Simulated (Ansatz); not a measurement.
Stepwise reaction of `[O]=[W]([OH])([Cl])([Cl])[Cl]` with water, as a gas-phase model of exchange steps in deposition or etching. ΔE in kJ/mol.

Computed with Ansatz on PBE0-D4/def2-TZVP structures; ΔE is electronic, products minus reactants. CBS: MP2 limit from def2 TZ/QZ plus the TZ coupled-cluster correction, frozen cores. This one scheme is used for every species. Functionals use def2-TZVPP. B3LYP here is the variant with VWN-RPA as its local correlation; programs differ in this. def2 core potentials past Kr. For W outer-core shells are correlated without core-valence functions, which leaves a few kJ/mol of doubt a bond. Each species was taken in one conformer, which may not be the lowest.

```csv
step,reaction,PBE-D4,B3LYP-D4,ωB97M-V,CCSD(T)/CBS
1,`[O]=[W]([OH])([Cl])([Cl])[Cl]` + H₂O → `[O]=[W]([OH])([OH])([Cl])[Cl]` + HCl,2.3,-1.4,-4.0,3.4
2,`[O]=[W]([OH])([OH])([Cl])[Cl]` + H₂O → `[O]=[W]([OH])([OH])([OH])[Cl]` + HCl,43.9,41.1,37.4,39.0
3,`[O]=[W]([OH])([OH])([OH])[Cl]` + H₂O → `[O]=[W]([OH])([OH])([OH])[OH]` + HCl,8.3,3.6,2.4,14.6
```

(1) By hand: ΔE of the 3 steps together at CCSD(T)/CBS.

Answers

(1) (3.4) + (39.0) + (14.6) = 57.0 kJ/mol, or 19.0 kJ/mol a step.

In ΔE step 1 is the lowest and step 2 the highest. PBE-D4 differs from CCSD(T)/CBS by -6.3 to 4.9 kJ/mol a step. Only this route is followed, and other bonds may react first. Isolated molecules leave out the surface, adducts and barriers. Largest T1 diagnostic: 0.022.
